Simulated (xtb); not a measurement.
C4H9O3Si, doublet, geometry from GFN2-xTB; GFN0-xTB run with xtb 6.7.1.

Input for xtb:
```
$ xtb mol.xyz --gfn 0 --uhf 1 --etemp 1000 --json

# file mol.xyz
17

C     -1.16378327     2.32077789    -0.05444850
C     -0.20918460     1.61039233     0.46448743
Si     0.17195920    -0.25332511    -0.23780180
O      0.23081552    -0.04888493    -1.75200223
O     -1.03336833    -0.98953057     0.58055555
C     -2.35345598    -0.98209564     0.15310211
O      1.42126644    -0.66730468     0.71372810
C      2.75347124    -0.53276168     0.33469852
H     -1.42283444     3.29964269     0.33355655
H     -1.73379526     1.99095718    -0.90701580
H      0.43190449     1.84288055     1.29258962
H     -2.42452562    -1.17284166    -0.91923206
H     -2.88925905    -1.75808322     0.70236234
H     -2.81735583    -0.01255099     0.36673452
H      3.33276586    -1.29381403     0.86055344
H      3.12893806     0.45592086     0.61599108
H      2.87473949    -0.65767598    -0.74160333
```

Output, abridged:

```
   ID    Z sym.   atoms
    1    6 C      1, 2, 6, 8
    2   14 Si     3
    3    8 O      4, 5, 7
    4    1 H      9-17

           -------------------------------------------------
          |                Calculation Setup                |
           -------------------------------------------------

           -------------------------------------------------
          |                 G F N 0 - x T B                 |
           -------------------------------------------------

          ...................................................
          :                      SETUP                      :
          :.................................................:
          :  # basis functions                  56          :
          :  # atomic orbitals                  55          :
          :  # shells                           35          :
          :  # electrons                        47          :
          :  electronic temp.         1000.0000000     K    :
          :  accuracy                    1.0000000          :
          :  -> integral cutoff          0.2500000E+02      :
          :  -> integral neglect         0.1000000E-07      :
          ...................................................

         :::::::::::::::::::::::::::::::::::::::::::::::::::::
         ::                     SUMMARY                     ::
         :::::::::::::::::::::::::::::::::::::::::::::::::::::
         :: total energy             -24.943055370678 Eh    ::
         :: gradient norm              0.050244514779 Eh/a0 ::
         :: HOMO-LUMO gap              3.885694040057 eV    ::
         ::.................................................::
         :: H0 energy                -25.048027016168 Eh    ::
         :: repulsion energy           0.311541628997 Eh    ::
         :: electrostat energy        -0.176660118154 Eh    ::
         :: -> Gsolv                   0.000000000000 Eh    ::
         ::    -> Gsasa                0.000000000000 Eh    ::
         ::    -> Gshift               0.000000000000 Eh    ::
         :: dispersion energy         -0.005815630002 Eh    ::
         :: short-range corr.         -0.024094235350 Eh    ::
         :: add. restraining           0.000000000000 Eh    ::
         :: total charge              -0.000000000000 e     ::
         :::::::::::::::::::::::::::::::::::::::::::::::::::::

           -------------------------------------------------
          |                Property Printout                |
[...]
    11   1 H        0.926     0.159     1.330     1.803
    12   1 H        0.924     0.106     1.728     2.055
    13   1 H        0.924     0.111     1.687     2.031
    14   1 H        0.924     0.091     1.868     2.137
    15   1 H        0.924     0.112     1.682     2.028
    16   1 H        0.924     0.093     1.854     2.129
    17   1 H        0.924     0.113     1.671     2.022

 Mol. C6AA /au·bohr⁶  :       3445.211955
 Mol. C8AA /au·bohr⁸  :     100206.245649
 Mol. α(0) /au        :         93.178012

Wiberg/Mayer (AO) data.
largest (>0.10) Wiberg bond orders for each atom

 ---------------------------------------------------------------------------
     #   Z sym  total        # sym  WBO       # sym  WBO       # sym  WBO
 ---------------------------------------------------------------------------
     1   6 C    3.987 --     2 C    2.036    10 H    0.962     9 H    0.938
     2   6 C    3.791 --     1 C    2.036    11 H    0.962     3 Si   0.571
     3  14 Si   4.309 --     4 O    1.524     7 O    1.063     5 O    1.040
                             2 C    0.571
     4   8 O    1.695 --     3 Si   1.524
     5   8 O    2.321 --     3 Si   1.040     6 C    1.008
     6   6 C    3.944 --     5 O    1.008    12 H    0.974    13 H    0.969
                            14 H    0.963
     7   8 O    2.282 --     3 Si   1.063     8 C    1.000
     8   6 C    3.943 --     7 O    1.000    17 H    0.974    15 H    0.972
                            16 H    0.970
     9   1 H    0.982 --     1 C    0.938
    10   1 H    0.989 --     1 C    0.962
    11   1 H    0.994 --     2 C    0.962
    12   1 H    0.988 --     6 C    0.974
    13   1 H    1.002 --     6 C    0.969
    14   1 H    0.986 --     6 C    0.963
    15   1 H    1.001 --     8 C    0.972
    16   1 H    0.990 --     8 C    0.970
    17   1 H    0.989 --     8 C    0.974
 ---------------------------------------------------------------------------

Topologies differ in total number of bonds
Writing topology from bond orders to xtbtopo.mol

 dipole moment from electron density (au)
     X       Y       Z
  -0.4739   0.1338   2.2261  total (Debye):    5.795

           -------------------------------------------------
          | TOTAL ENERGY              -24.943055370678 Eh   |
          | GRADIENT NORM               0.050244514779 Eh/α |
          | HOMO-LUMO GAP               3.885694040057 eV   |
           -------------------------------------------------

normal termination of xtb
```
